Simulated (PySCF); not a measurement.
C3H9N, charge +1, multiplicity 2. Atoms are numbered in the order given.

```xyz
13

C      0.0871     0.6985    -1.3058
C     -0.2698    -0.0205     0.0000
C      0.0871     0.6985     1.3058
N      0.0787    -1.3869     0.0000
H     -0.3993     1.6908    -1.3236
H      1.1864     0.8451    -1.3538
H     -0.2417     0.1377    -2.2031
H     -1.4205    -0.0619     0.0000
H     -0.2417     0.1377     2.2031
H      1.1864     0.8451     1.3538
H     -0.3993     1.6908     1.3236
H      0.1761    -1.9184     0.8794
H      0.1761    -1.9184    -0.8794
```
Charge +1, spin multiplicity 2.

Geometry: PBE-D3(BJ)/def2-SVP. The spin state was assumed, not searched. The values are those of a single conformer.

The numbers are results of PBE-D3(BJ)/def2-SVP in PySCF, not measurements.

No scaling factor is applied to the harmonic values.

| mode | ν (cm⁻¹) | IR (km/mol) | moving atoms (share of kinetic energy) |
|---|---|---|---|
| 1 | 183 | 11.5 | H 97 % |
| 2 | 192 | 0.2 | H 97 % |
| 3 | 230 | 1.0 | H 94 % |
| 4 | 350 | 3.1 | C 45 %, H 43 %, N 12 % |
| 5 | 395 | 0.0 | H 42 %, C 35 %, N 23 % |
| 6 | 418 | 20.3 | C 50 %, H 45 % |
| 7 | 642 | 115.9 | H 70 %, N 24 % |
| 8 | 791 | 10.1 | C 61 %, H 25 %, N 13 % |
| 9 | 832 | 20.6 | H 86 %, C 13 % |
| 10 | 926 | 0.8 | H 80 %, C 18 % |
| 11 | 950 | 0.5 | H 60 %, C 30 %, N 10 % |
| 12 | 965 | 23.3 | H 64 %, C 24 %, N 12 % |
| 13 | 1003 | 21.9 | H 80 %, C 20 % |
| 14 | 1032 | 46.0 | H 58 %, C 39 % |
| 15 | 1063 | 21.3 | H 84 %, C 8 %, N 8 % |
| 16 | 1224 | 15.3 | C 61 %, H 31 % |
| 17 | 1228 | 1.6 | C 63 %, H 27 %, N 9 % |
| 18 | 1319 | 15.6 | H 85 %, C 15 % |
| 19 | 1344 | 6.3 | H 83 %, C 17 % |
| 20 | 1380 | 2.4 | H 94 % |
| 21 | 1399 | 10.7 | H 97 % |
| 22 | 1402 | 23.1 | H 94 % |
| 23 | 1419 | 29.6 | H 96 % |
| 24 | 1537 | 46.3 | H 84 %, N 14 % |
| 25 | 2563 | 87.4 | H 94 % |
| 26 | 2979 | 3.2 | H 97 % |
| 27 | 2984 | 9.3 | H 97 % |
| 28 | 3077 | 3.7 | H 91 %, C 9 % |
| 29 | 3078 | 4.1 | H 90 %, C 10 % |
| 30 | 3110 | 0.2 | H 91 %, C 9 % |
| 31 | 3113 | 1.4 | H 91 %, C 9 % |
| 32 | 3380 | 144.7 | H 96 % |
| 33 | 3503 | 119.0 | H 90 %, N 10 % |
